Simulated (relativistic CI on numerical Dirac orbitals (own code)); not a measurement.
Radial Dirac CI calculation of Bi XXVIII.

Command:

```sh
python run_levels.py task.json out
```

Input:

```
atom Bi  Z=83  charge=27  electrons=56
nucleus A=209  rms_radius_fm=5.5211
hamiltonian dirac-coulomb  breit=on  qed=on  c_scale=1
orbitals kli  potential=per-configuration
slater_scale 1
correlation none
mixing on
grid step=0.0125 r_max=5.3
scf mixing=0.4 start=green max_iterations=150 tolerance=2e-08 node_fill=0.05
configurations
  [Kr] 4d10 4f10
end
```

Output:

```
SCF 1: [Kr] 4d10 4f10
 iter      energy (Ha)   residual   last orbital (Ha)
    1    -20887.544546   7.77e+00    -75.89508
    2    -21153.004757   3.89e+00    -52.38315
    3    -21231.076110   4.63e-01    -34.35284
    4    -21232.808983   2.88e-01    -35.85584
    5    -21233.154664   3.20e-02    -34.58823
    6    -21233.158432   1.40e-03    -34.46383
    7    -21233.158665   4.94e-04    -34.45188
    8    -21233.158734   3.88e-05    -34.45404
    9    -21233.158741   9.56e-06    -34.45418
   10    -21233.158740   1.90e-07    -34.45414
   11    -21233.158740   1.31e-08    -34.45414
orbital energies (Ha): 3d5/2 -123.8328  4s -62.4730  4p1/2 -57.8625  4p3/2 -52.8730  4d3/2 -45.3593  4d5/2 -44.3877  4f5/2 -34.7023  4f7/2 -34.4541
configuration averages (Ha): Dirac-Coulomb, Breit, QED
  4f10                        -21233.158740   25.659564   17.805848
levels: no., configuration, term, J, E (cm-1), weight
   1 4f10                   5I   8                0.0  0.75
   2 4f10                   5I   7            39876.1  0.88
   3 4f10                   3G   5            41177.0  0.42
   4 4f10                   3D   2            49937.9  0.28
   5 4f10                   5I   6            50205.5  0.48
   6 4f10                   5F   4            66972.6  0.32
   7 4f10                   3K   8            69687.8  0.38
   8 4f10                   5I   4            71162.1  0.23
   9 4f10                   5I   5            71460.4  0.47
  10 4f10                   5G   6            80073.8  0.62
  11 4f10                   5S   2            82535.3  0.49
  12 4f10                   3G   4            84680.2  0.30
  13 4f10                   5F   3            86839.3  0.64
  14 4f10                   3D   1            89568.9  0.46
lowest total energy -21190.471800 Ha
end: converged
```
